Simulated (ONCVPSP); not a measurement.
**Potentials for Co (Z = 27) compared**

Generated with ld1.x 7.5 (TM, RRKJ, ultrasoft, PAW), atompaw 4.2 or ONCVPSP 4.0.1. The cutoff is in Ry: for ld1.x and atompaw files where the sum of valence levels is converged to 10 mRy in a Bessel basis, for ONCV files where the hardest occupied wave has 1 mHa per electron of residual kinetic energy. The error is the largest all-electron minus pseudo excitation energy over each file’s own four to seven test configurations (ionisations up to +4, promotions, holes and added fractions of an electron), all of which were solved. The labels leave out finer settings (local radius, basis sizes, second energies), which also bear on the numbers. Spin-polarised tests are not counted. The rows are a selection from randomly drawn settings: files with unsolved tests, undetermined cutoffs or missed reference levels are left out.

A true bound ghost makes a file unfit for plane-wave use even where its test errors are small: the radial tests pick states by their node count and pass the ghost by.

```csv
potential,cutoff (Ry),largest error (meV),bound ghosts
"ONCV, PBEsol, scalar-relativistic, rc 1.35/1.00/1.70/1.40 (spdf), local smoothed, core correction yes, reference 3s2 3p6 3d7 4s1.75, qcut 10.2/15.4/7.3/6.9, projectors 2/2/2/3",142,+11,none
"ONCV, PBE, fully relativistic, rc 1.10/1.10/1.50 (spd), local smoothed, core correction yes, reference 3s2 3p6 3d7 4s2, qcut 14.3/14/9.6, projectors 2/2/1",118,+9.9,none
"ONCV, LDA (Perdew-Zunger), scalar-relativistic, rc 2.55/2.30/1.10 (spd), local smoothed, core correction yes, reference 3d7 4s2, qcut 2.2/4.3/17.4, projectors 2/2/1",186,-245,s
"ONCV, BLYP, fully relativistic, rc 2.15/1.10/1.10/1.75 (spdf), local d, core correction no, reference 3p6 3d7 4s1, qcut 3.4/14.9/11.5/5.5, projectors 2/2/0/3",125,+51,s
"ONCV, revPBE, scalar-relativistic, rc 1.30/0.95/1.40 (spd), local smoothed, core correction yes, reference 3s2 3p6 3d7 4s0.5, qcut 11.7/16.6/11.1, projectors 2/1/2",146,+4.2,none
"ONCV, LDA (Perdew-Zunger), scalar-relativistic, rc 2.10/1.60/0.80 (spd), local smoothed, core correction yes, reference 3d7 4s2, qcut 2.9/5.6/11.1, projectors 2/3/2",1121,-89,"s, p"
```

**Question.** Fill in the row for Co: ONCV, PBEsol, scalar-relativistic, rc 3.06/2.48/1.62/2.80 (spdf), local smoothed, core correction no, reference 3d7 4s2, qcut 3.3/4.8/12.9/5.2, projectors 2/1/2/1.

**Answer.** cutoff 97 Ry, largest error -119 meV, bound ghosts: none.
